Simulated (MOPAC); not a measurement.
MOPAC input (PM6):

```
PM6 1SCF CHARGE=-1 GEO-OK AUX(PRECISION=9) THREADS=1
OSc

Sc   -0.00000000 1   -0.00000000 1   -0.45833916 1
O     0.00000000 1    0.00000000 1    1.20314028 1
```

### Question
What heat of formation does the run end on, and which ionisation energy by Koopmans theorem?

### Answer
-66.00 kcal/mol; 1.65 eV.
